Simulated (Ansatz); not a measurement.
Born–Oppenheimer molecular dynamics of a periodic cell of 36 atoms, H$_{6}$C$_{2}$O (contents 4 CH3CH2OH, density as packed 0.79 g/cm³ with natural masses). It goes on from the last frame of an earlier run, with new velocities.

These are results of Ansatz, DFT PBEsol, scalar-relativistic, plane waves, PAW, not measurements. Settings: cutoff 420 eV, k mesh 1x1x1, fermi-dirac smearing 0.05 eV, no spin polarisation.

```
ensemble        : NVT, Nosé–Hoover chain
time step       : 0.5 fs
steps asked     : 400
set temperature : 350 K
thermostat      : time constant 200 fs, chain length 3
seed            : 193875
```

Frames 1 fs apart, positions in Å.

Velocities at 110.0 fs (Å/ps):

```
C 11.08 -0.21 2.16
C 0.84 -2.03 -5.03
O 0.25 1.20 -0.35
H -0.36 2.23 -50.37
H 32.81 -19.89 15.08
H 7.02 13.00 25.02
H 0.43 -17.94 25.66
H -12.34 12.29 -1.44
H -0.41 4.58 0.29
C -3.10 -0.84 -3.27
C -2.19 0.79 1.20
O -0.55 0.64 -0.50
H -16.80 -4.18 -2.54
H 6.05 15.50 16.55
H 15.15 -8.58 -21.48
H -4.84 -5.69 12.47
H 6.21 -16.69 9.54
H 27.73 -1.58 5.74
C -1.00 -1.76 3.08
C -5.82 -3.49 2.94
O -0.53 -3.16 0.45
H 7.55 -11.77 19.16
H 10.84 -1.91 1.06
H -18.76 3.40 -1.34
H 12.52 8.54 16.11
H -19.33 -4.63 7.81
H 11.97 -6.85 -13.16
C 13.54 12.34 -5.02
C -7.28 -5.63 -6.61
O -5.98 2.56 0.18
H 4.92 16.44 8.09
H -0.17 -0.44 10.46
H 0.40 -0.63 1.95
H 1.49 -30.52 19.63
H -14.19 19.99 20.04
H -22.12 25.67 4.83
```

```xyz
36
Lattice="7.2936 0.0000 0.0000 0.0000 7.2936 0.0000 0.0000 0.0000 7.2936" Properties=species:S:1:pos:R:3 time_fs=110.0 energy_less_start_eV=0.270 T=294
C 4.546 4.368 6.462
C 4.051 5.445 7.392
O 3.581 4.907 8.626
H 2.751 5.368 8.752
H 4.885 6.064 7.661
H 3.251 6.049 6.874
H 4.549 4.491 5.409
H 5.622 4.048 6.618
H 3.928 3.454 6.696
C 0.694 1.934 5.362
C 0.751 0.755 6.378
O 2.129 0.457 6.729
H 2.329 0.920 7.598
H 0.158 1.062 7.324
H 0.290 -0.131 5.916
H -0.386 2.316 5.336
H 1.410 2.708 5.715
H 1.080 1.539 4.365
C 1.575 4.907 3.473
C 0.256 4.619 2.816
O 0.053 3.183 2.667
H -0.949 2.995 2.804
H -0.562 5.148 3.343
H 0.383 4.937 1.764
H 1.830 5.974 3.274
H 1.423 4.846 4.534
H 2.437 4.227 3.172
C 4.633 0.941 2.116
C 3.625 1.876 2.813
O 2.331 1.628 2.245
H 1.652 2.313 2.340
H 3.565 1.710 3.880
H 3.951 2.900 2.528
H 5.658 0.925 2.625
H 4.232 -0.057 2.239
H 4.740 1.118 1.030
36
Lattice="7.2936 0.0000 0.0000 0.0000 7.2936 0.0000 0.0000 0.0000 7.2936" Properties=species:S:1:pos:R:3 time_fs=111.0 energy_less_start_eV=0.305 T=287
C 4.557 4.367 6.465
C 4.052 5.443 7.386
O 3.581 4.908 8.625
H 2.747 5.371 8.704
H 4.920 6.049 7.675
H 3.261 6.061 6.902
H 4.546 4.477 5.427
H 5.607 4.061 6.619
H 3.929 3.460 6.694
C 0.691 1.933 5.359
C 0.749 0.756 6.380
O 2.128 0.457 6.729
H 2.311 0.914 7.593
H 0.168 1.075 7.335
H 0.305 -0.141 5.896
H -0.385 2.309 5.347
H 1.414 2.691 5.724
H 1.104 1.540 4.375
C 1.575 4.905 3.476
C 0.250 4.615 2.818
O 0.051 3.180 2.668
H -0.931 2.985 2.821
H -0.552 5.145 3.343
H 0.361 4.943 1.763
H 1.843 5.980 3.291
H 1.405 4.840 4.546
H 2.444 4.224 3.160
C 4.647 0.953 2.112
C 3.618 1.871 2.806
O 2.325 1.630 2.245
H 1.656 2.333 2.350
H 3.566 1.710 3.893
H 3.950 2.900 2.532
H 5.654 0.895 2.642
H 4.218 -0.040 2.259
H 4.718 1.144 1.036
36
Lattice="7.2936 0.0000 0.0000 0.0000 7.2936 0.0000 0.0000 0.0000 7.2936" Properties=species:S:1:pos:R:3 time_fs=112.0 energy_less_start_eV=0.312 T=285
C 4.569 4.364 6.469
C 4.054 5.441 7.380
O 3.581 4.909 8.624
H 2.737 5.375 8.662
H 4.955 6.040 7.687
H 3.274 6.072 6.931
H 4.538 4.472 5.426
H 5.593 4.075 6.625
H 3.935 3.470 6.690
C 0.688 1.931 5.356
C 0.747 0.758 6.382
O 2.126 0.458 6.729
H 2.291 0.907 7.586
H 0.183 1.081 7.335
H 0.321 -0.149 5.880
H -0.372 2.301 5.354
H 1.413 2.676 5.732
H 1.121 1.548 4.391
C 1.574 4.903 3.479
C 0.245 4.611 2.819
O 0.049 3.177 2.669
H -0.897 2.976 2.835
H -0.544 5.141 3.342
H 0.334 4.954 1.763
H 1.856 5.981 3.306
H 1.391 4.832 4.564
H 2.440 4.229 3.151
C 4.660 0.965 2.108
C 3.611 1.866 2.797
O 2.320 1.632 2.245
H 1.660 2.355 2.364
H 3.570 1.710 3.908
H 3.945 2.901 2.542
H 5.642 0.870 2.652
H 4.205 -0.030 2.276
H 4.698 1.173 1.042
36
Lattice="7.2936 0.0000 0.0000 0.0000 7.2936 0.0000 0.0000 0.0000 7.2936" Properties=species:S:1:pos:R:3 time_fs=113.0 energy_less_start_eV=0.387 T=268
C 4.579 4.360 6.474
C 4.057 5.440 7.375
O 3.582 4.910 8.623
H 2.723 5.377 8.627
H 4.985 6.034 7.694
H 3.289 6.084 6.960
H 4.524 4.475 5.409
H 5.586 4.087 6.638
H 3.943 3.480 6.683
C 0.685 1.927 5.354
C 0.745 0.761 6.384
O 2.125 0.459 6.729
H 2.272 0.901 7.580
H 0.202 1.080 7.325
H 0.337 -0.155 5.870
H -0.353 2.292 5.356
H 1.409 2.663 5.739
H 1.130 1.560 4.411
C 1.574 4.902 3.483
C 0.242 4.606 2.819
O 0.046 3.175 2.671
H -0.858 2.967 2.847
H -0.543 5.135 3.342
H 0.302 4.969 1.765
H 1.867 5.975 3.322
H 1.383 4.822 4.584
H 2.425 4.241 3.147
C 4.673 0.976 2.106
C 3.605 1.862 2.789
O 2.315 1.633 2.244
H 1.666 2.377 2.381
H 3.575 1.710 3.919
H 3.937 2.902 2.555
H 5.625 0.850 2.658
H 4.194 -0.023 2.288
H 4.682 1.202 1.045
36
Lattice="7.2936 0.0000 0.0000 0.0000 7.2936 0.0000 0.0000 0.0000 7.2936" Properties=species:S:1:pos:R:3 time_fs=114.0 energy_less_start_eV=0.519 T=240
C 4.588 4.355 6.480
C 4.063 5.439 7.369
O 3.581 4.911 8.622
H 2.709 5.375 8.600
H 5.005 6.029 7.694
H 3.303 6.099 6.984
H 4.507 4.485 5.383
H 5.593 4.095 6.658
H 3.953 3.488 6.675
C 0.683 1.923 5.353
C 0.744 0.765 6.386
O 2.122 0.460 6.728
H 2.254 0.898 7.581
H 0.222 1.073 7.308
H 0.353 -0.157 5.868
H -0.332 2.285 5.353
H 1.401 2.655 5.746
H 1.134 1.573 4.430
C 1.574 4.901 3.487
C 0.240 4.600 2.817
O 0.044 3.173 2.673
H -0.831 2.953 2.861
H -0.548 5.129 3.344
H 0.268 4.986 1.770
H 1.877 5.963 3.337
H 1.380 4.811 4.599
H 2.404 4.258 3.145
C 4.683 0.986 2.106
C 3.599 1.859 2.781
O 2.310 1.634 2.243
H 1.675 2.395 2.399
H 3.583 1.712 3.922
H 3.924 2.904 2.572
H 5.607 0.836 2.659
H 4.187 -0.016 2.293
H 4.671 1.231 1.046
36
Lattice="7.2936 0.0000 0.0000 0.0000 7.2936 0.0000 0.0000 0.0000 7.2936" Properties=species:S:1:pos:R:3 time_fs=115.0 energy_less_start_eV=0.580 T=227
C 4.595 4.349 6.485
C 4.071 5.438 7.365
O 3.580 4.912 8.620
H 2.699 5.367 8.581
H 5.013 6.024 7.688
H 3.314 6.118 7.001
H 4.488 4.500 5.359
H 5.615 4.100 6.683
H 3.962 3.491 6.668
C 0.682 1.917 5.354
C 0.743 0.768 6.387
O 2.119 0.461 6.727
H 2.240 0.897 7.588
H 0.239 1.062 7.290
H 0.366 -0.154 5.874
H -0.316 2.283 5.344
H 1.391 2.651 5.754
H 1.133 1.587 4.443
C 1.573 4.899 3.493
C 0.238 4.595 2.814
O 0.044 3.172 2.674
H -0.828 2.933 2.880
H -0.559 5.122 3.349
H 0.232 5.005 1.776
H 1.885 5.948 3.351
H 1.383 4.797 4.607
H 2.380 4.276 3.146
C 4.691 0.995 2.106
C 3.595 1.856 2.774
O 2.304 1.635 2.241
H 1.689 2.407 2.417
H 3.591 1.714 3.914
H 3.907 2.906 2.592
H 5.594 0.829 2.660
H 4.186 -0.007 2.289
H 4.666 1.259 1.043
```

Of the whole run (200 fs, mean temperature of the second half 324 K): The conserved energy stayed within 0.12 meV per atom of its start (net change -0.041 meV per atom), so the integration is sound. A run of 0.2 ps of so small a system gives no equilibrium averages. Limits of this set-up: coarse k mesh.

The run took 13 min on 1 thread of Arm Neoverse V1, on a shared host, peak memory 0.4 GiB.
